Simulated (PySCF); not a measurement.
1-chloro-3-methylbuta-1,2-diene (C5H7Cl), SMILES CC(C)=C=CCl. Coordinates come from a PBE-D3(BJ)/def2-SVP optimisation.

Method: PySCF with PBE-D3(BJ)/def2-SVP.

Harmonic wavenumbers (cm⁻¹): 106, 108, 150, 186, 248, 316, 388, 503, 563, 713, 739, 779, 923, 931, 994, 1037, 1167, 1194, 1325, 1336, 1347, 1391, 1393, 1409, 1437, 2011, 2957, 2960, 3029, 3030, 3092, 3092, 3113. Rotational constants (GHz): 6.485, 1.185, 1.095; symmetry number 1.

Work out the zero-point energy and the ideal-gas rigid-rotor harmonic-oscillator thermochemistry at 298.15 K and 1 atm.

ZPE = ½ Σ hcν = ½ × 43967 cm⁻¹ = 62.85 kcal/mol. H − E(el) = 68.26 kcal/mol. Entropy in cal/(mol K): translation 39.79, rotation 28.04, vibration 18.28, total 86.11. G − E(el) = 42.58 kcal/mol. Cp = 28.01 cal/(mol K). Modes under 150 cm⁻¹ make the vibrational entropy uncertain.
